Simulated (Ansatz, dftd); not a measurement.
Reaction: AsH3 (SMILES [AsH3]) → AsH3+ (parent SMILES [AsH3], doublet) + e-
Each species at its own B3LYP-D3(BJ)/def2-TZVP minimum (Ansatz, an electronic-structure program).

Wanted: adiabatic ionisation energy (electronic), in eV. Radicals and triplets start from unrestricted determinants; spin-orbit coupling is neglected. Cores are frozen in correlated methods (noble-gas shells, and filled d and f shells in the p block). No relativity. CBS(X,Y): correlation extrapolated as X^-3, Hartree-Fock from the larger set (Q,5: extrapolated as (X+1)exp(-9√X)). A bracket is a step between two methods taken in the basis named. The spin of H3As+ (parent SMILES [AsH3], doublet) was assumed, and the state is the lowest solution found for it.

| level | program | adiabatic ionisation energy (eV) | difference against the last row |
|---|---|---|---|
| B3LYP/def2-TZVPD | Ansatz | 9.79 | 0.10 |
| r2SCANh-D4/def2-TZVPD | Ansatz + dftd4 | 9.64 | -0.05 |
| MP2/cc-pVQZ | Ansatz | 9.54 | -0.15 |
| MP2/CBS(cc-pVTZ,cc-pVQZ) | Ansatz | 9.59 | -0.10 |
| CCSD(T)/cc-pVQZ | Ansatz | 9.64 | -0.05 |
| CCSD(T)/cc-pV5Z | Ansatz | 9.66 | -0.03 |
| CCSD(T)/CBS(cc-pVQZ,cc-pV5Z) | Ansatz | 9.68 | -0.01 |
| CCSDT(Q)/cc-pVTZ | Ansatz | 9.59 | -0.10 |
| CCSD(T)/CBS(cc-pVQZ,cc-pV5Z) + [CCSDT(Q) - CCSD(T)]/cc-pVDZ | Ansatz | 9.69 | 0.00 |
| CCSD(T)/CBS(cc-pVQZ,cc-pV5Z) + [CCSDT(Q) - CCSD(T)]/cc-pVQZ + [CCSDTQ - CCSDT(Q)]/cc-pVDZ | Ansatz | 9.69 | 0.00 |
